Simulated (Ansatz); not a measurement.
Total energies of `[CH3][Mo]([OH])(=[S])=[S]`.

```
atom    x (Å)    y (Å)    z (Å)
  C1   0.2984  -0.1835   1.3025
 Mo2  -0.2906  -0.2185  -0.7015
  O3  -0.4609   1.5334  -1.2901
  S4   1.2027  -1.3222  -1.6720
  S5  -2.1095  -1.2638  -0.6945
  H6  -0.4605   0.3714   1.8617
  H7   0.3843  -1.1924   1.7075
  H8   1.2660   0.3215   1.3686
  H9   0.1700   1.9541  -1.8821
```

Total charge 0; spin multiplicity 1. Correlated methods include outer-core shells of Mo, which these sets cover unevenly. Mo: def2 effective core potential. All single points use the PBE0-D4/def2-TZVP geometry. It is one conformer, not always the lowest. Basis def2-TZVPP, Ansatz.

RPA on PBE orbitals: Hartree–Fock energy of these orbitals -977.69797 Eh, correlation -2.03693 Eh (frozen core).

```json
{"functional": "LDA (SPW92)", "energy without D4 (Eh)": "-976.80239", "D4 term (kJ/mol)": "–"}
{"functional": "revPBE", "energy without D4 (Eh)": "-980.44245", "D4 term (kJ/mol)": "-71.7"}
{"functional": "BLYP", "energy without D4 (Eh)": "-980.51034", "D4 term (kJ/mol)": "-62.1"}
{"functional": "B97M-V", "energy without D4 (Eh)": "-980.33299", "D4 term (kJ/mol)": "–"}
{"functional": "PBE0", "energy without D4 (Eh)": "-980.11947", "D4 term (kJ/mol)": "-25.4"}
{"functional": "B3LYP", "energy without D4 (Eh)": "-980.60406", "D4 term (kJ/mol)": "-48.1"}
{"functional": "r2SCANh", "energy without D4 (Eh)": "-980.44195", "D4 term (kJ/mol)": "-7.5"}
{"functional": "r2SCAN0", "energy without D4 (Eh)": "-980.37902", "D4 term (kJ/mol)": "-8.4"}
{"functional": "HSE06 (plane-wave form)", "energy without D4 (Eh)": "-980.09933", "D4 term (kJ/mol)": "-24.1"}
{"functional": "BHLYP", "energy without D4 (Eh)": "-980.32052", "D4 term (kJ/mol)": "-42.7"}
{"functional": "CAM-B3LYP", "energy without D4 (Eh)": "-980.45007", "D4 term (kJ/mol)": "-26.5"}
{"functional": "LC-ωPBE", "energy without D4 (Eh)": "-980.21702", "D4 term (kJ/mol)": "–"}
{"functional": "ωB97X-V", "energy without D4 (Eh)": "-980.31729", "D4 term (kJ/mol)": "–"}
{"functional": "ωB97M-V", "energy without D4 (Eh)": "-980.34211", "D4 term (kJ/mol)": "–"}
```

(1) Give the same for PBE, r2SCAN, B2PLYP, PBE-QIDH. (Best estimate.)

B3LYP takes the VWN-RPA correlation (the form of Gaussian; ORCA's B3LYP/G). HSE06 is the plane-wave form, built on full-range PBE exchange. The double hybrids freeze the cores in their second-order part.

Results:

(1) Computed: 
```tsv
functional	energy without D4 (Eh)	D4 term (kJ/mol)
PBE	-980.12188	-29.4
r2SCAN	-980.48516	-6.9
B2PLYP	-980.13661	–
PBE-QIDH	-979.87856	–
```

LC-ωPBE has ω = 0.4 bohr⁻¹.
